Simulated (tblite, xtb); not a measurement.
H3AlCl2N (SMILES [NH3]->[Al+]([Cl])[Cl]), charge +1, singlet, geometry from GFN2-xTB (such geometries of metal compounds can be far from the true shape). Base run: GFN1-xTB in xtb.

Geometry (Å):
```xyz
7

Al    -0.0002     0.0755     0.0242
Cl     1.3713     0.9262    -1.1437
Cl    -1.4006     0.2098     1.4343
N      0.0480    -1.9166    -0.4917
H     -0.4721    -2.0881    -1.3593
H     -0.3636    -2.5338     0.2151
H      0.9998    -2.2545    -0.6676
```
Charge +1, spin multiplicity 1.
All else is at xtb's defaults.
Base energy -14.34253 Eh.

Programs used: tblite, xtb; a row that names a program was run with it.

Each row names what was changed in the base input (with any setting that the change needs).

```
change                                                     ΔE vs base (kJ/mol)  HOMO-LUMO gap (eV)  G_solv (kcal/mol)  SCF cycles
---------------------------------------------------------  -------------------  ------------------  -----------------  ----------
base                                                                      0.00                5.08                  -           9
etemp = 5000                                                             -0.83                5.09                  -           9
alpb = thf                                                              -216.5                5.06             -52.62           9
file = coord                                                              0.00                5.08                  -           9
program = tblite; method = gfn1; option = (--guess, eeq)                  0.00                   -                  -           -
etemp = 3000                                                             -0.01                5.08                  -           9
program = tblite; method = gfn1; option = --grad                          0.00                   -                  -           -
etemp = 1000                                                              0.00                5.08                  -           9
program = tblite; method = gfn1; option = (--etemp, 2000)                 0.00                   -                  -           -
alpb = water                                                            -228.6                5.02             -56.15           9
acc = 0.0001                                                              0.00                5.08                  -          13
alpb = toluene                                                          -149.7                5.08             -36.00           9
```

ALPB and GBSA are two models with their own fitted parameters for each solvent, which aren't always the measured dielectric constant.
